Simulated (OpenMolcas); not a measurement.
Ta4+ (d1) in a complex was computed by CASSCF with the d shell active (OpenMolcas, ANO-RCC-VDZP on the metal). Its lowest spin-free states, and all those of the highest spin:

| 2S+1 | Degeneracy | E (cm-1) |
| --- | --- | --- |
| 2 | 2 | 0.0 |
| 2 | 3 | 9347 |

**Question.** Is the site octahedral, tetrahedral or cube-like, axial, or of lower symmetry?

**Answer.** The states with 2S+1 = 2 have orbital degeneracies 2, 3. Threefold states need a cubic site. For d1 at this spin an octahedron puts the threefold T2 below the twofold E and a tetrahedron or cube puts the twofold E below the threefold T2, so the site is a tetrahedron or a cube, which this pattern cannot tell apart. The first gap at this spin, 9350 cm-1, is |10Dq| in ligand-field theory. The run had Ta4+ with 4 ligands (chloride) in tetrahedral coordination (Td) at 2.31 Å. Ligand basis ANO-RCC-VDZP.

An orbital doublet at a regular site is open to a Jahn-Teller distortion, which this geometry leaves out. The least metal-like active orbital is 69 % on the metal (Löwdin) and no ligand orbital is active, so the numbers are rough. With metal d orbitals alone the field can be off either way by tens of per cent. Ligand-to-metal charge-transfer states are missing. No measured value stands beside these numbers; the geometry was imposed, not optimised, and the real ion may take another.
